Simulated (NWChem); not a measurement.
**H4Ti**

SMILES: [TiH4]
```xyz
5

Ti     0.0000     0.0000     0.0000
H      1.3902     0.0000     0.9824
H     -1.3902     0.0000     0.9824
H      0.0000    -1.3902    -0.9825
H      0.0000     1.3902    -0.9825
```
Charge 0, spin multiplicity 1.

Everything below was run with NWChem. Structure: optimised with PBE/def2-SVP, a minimum by its harmonic frequencies.

Symmetry labels belong to the abelian group C2v used in the runs, with the axes of the coordinates shown; states degenerate in a higher group split over its labels.

The structure started from a generated list of species.

List the lowest 6 singlet excitations that CIS/def2-SVPD gives, with oscillator strengths.


| state | symmetry | energy (eV) | wavelength (nm) | f |
|---|---|---|---|---|
| 1 | a2 | 4.09 | 303 | 0.000 |
| 2 | b2 | 4.09 | 303 | 0.000 |
| 3 | b1 | 4.09 | 303 | 0.000 |
| 4 | a1 | 4.59 | 270 | 0.000 |
| 5 | b2 | 4.59 | 270 | 0.000 |
| 6 | b1 | 4.59 | 270 | 0.000 |
